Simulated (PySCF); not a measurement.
Species: C7H10N2.
Atom-mapped SMILES: `[CH2:1]=[N:2][CH2:3][C:4](=[CH2:5])[C:6](=[CH2:7])[N:8]=[CH2:9]` (hydrogens: H10, H11 on C1; H12, H13 on C3; H14, H15 on C5; H16, H17 on C7; H18, H19 on C9)

The same species was optimised twice, with GFN2-xTB and with PBE0-D3(BJ)/def2-SVP (PySCF), and the same property calculations (PySCF, gas phase) were run on both structures.

```tsv
coordinate	GFN2-xTB	PBE0-D3(BJ)/def2-SVP	change
C6–N8 (Å)	1.392	1.405	+0.013
N8=C9 (Å)	1.253	1.265	+0.012
C4=C5 (Å)	1.331	1.342	+0.011
C1=N2 (Å)	1.249	1.260	+0.011
C4–C6 (Å)	1.468	1.478	+0.010
C6=C7 (Å)	1.338	1.348	+0.010
N2–C3 (Å)	1.436	1.444	+0.008
C3–C4 (Å)	1.511	1.511	0.000
C6–N8–C9 (°)	122.9	119.6	-3.3
N2–C3–C4 (°)	110.2	112.8	+2.6
C1–N2–C3 (°)	120.1	118.1	-2.0
C3–C4–C6 (°)	118.2	119.3	+1.1
C4–C6–C7 (°)	124.2	123.6	-0.6
C3–C4–C5 (°)	120.5	119.9	-0.6
C4–C6–N8 (°)	114.4	114.9	+0.5
C5–C4–C6 (°)	121.3	120.8	-0.5
C1–N2–C3–C4 (°)	115	118	+3
N2–C3–C4–C5 (°)	-118	-120	-2
C3–C4–C6–C7 (°)	1	-1	-2
C4–C6–N8–C9 (°)	134	132	-2
```

Rotational constants: A = 3050, B = 1040, C = 892.2 MHz (GFN2-xTB) against A = 3077, B = 1010, C = 864.8 MHz (PBE0-D3(BJ)/def2-SVP). Point groups within 0.08 Å: C1 and C1. Atoms that the bonding makes alike are paired by their places after alignment.

On the GFN2-xTB structure: HOMO (eV) -6.42 [PBE0/pcSseg-1]; LUMO (eV) -1.00 [PBE0/pcSseg-1]; dipole (D) 1.35 [PBE0/pcSseg-1]; GIAO shielding of C1 (ppm) 32.5 [PBE0/pcSseg-1]; GIAO shielding of N2 (ppm) -146.2 [PBE0/pcSseg-1]; GIAO shielding of C3 (ppm) 113.3 [PBE0/pcSseg-1]; GIAO shielding of C4 (ppm) 36.1 [PBE0/pcSseg-1]; GIAO shielding of C5 (ppm) 64.6 [PBE0/pcSseg-1]; GIAO shielding of C6 (ppm) 24.8 [PBE0/pcSseg-1]; GIAO shielding of C7 (ppm) 82.0 [PBE0/pcSseg-1]; GIAO shielding of N8 (ppm) -143.2 [PBE0/pcSseg-1].

Question: What do these properties become on the PBE0-D3(BJ)/def2-SVP structure?

Answer: 
```csv
property,level,on GFN2-xTB,on PBE0-D3(BJ)/def2-SVP,change
HOMO (eV),PBE0/pcSseg-1,-6.42,-6.48,-0.06
LUMO (eV),PBE0/pcSseg-1,-1.00,-1.05,-0.05
dipole (D),PBE0/pcSseg-1,1.35,1.41,+0.06
"energy, GFN2-xTB geometry as zero (kcal/mol)",PBE0/pcSseg-1,0.0,-1.5,-1.5
GIAO shielding of C1 (ppm),PBE0/pcSseg-1,32.5,27.7,-4.8
GIAO shielding of N2 (ppm),PBE0/pcSseg-1,-146.2,-147.9,-1.7
GIAO shielding of C3 (ppm),PBE0/pcSseg-1,113.3,110.3,-3.0
GIAO shielding of C4 (ppm),PBE0/pcSseg-1,36.1,34.0,-2.1
GIAO shielding of C5 (ppm),PBE0/pcSseg-1,64.6,60.1,-4.5
GIAO shielding of C6 (ppm),PBE0/pcSseg-1,24.8,19.0,-5.8
GIAO shielding of C7 (ppm),PBE0/pcSseg-1,82.0,78.4,-3.6
GIAO shielding of N8 (ppm),PBE0/pcSseg-1,-143.2,-148.0,-4.8
```

The heavy atoms differ by 0.052 Å rms after alignment (one structure mirrored). Among bonds between heavy atoms C6–N8 and N8=C9 change most and about equally (+0.012 to +0.013 Å). Changes are differences of the printed values. Neither structure is proved a minimum here.

Conformer computed: `[CH2:1]=[N:2][CH2:3][C:4](=[CH2:5])[C:6](=[CH2:7])[N:8]=[CH2:9]`: C1–N2–C3–C4 118°, N2–C3–C4–C5 -120°, C3–C4–C6–C7 -1°, C4–C6–N8–C9 132°.
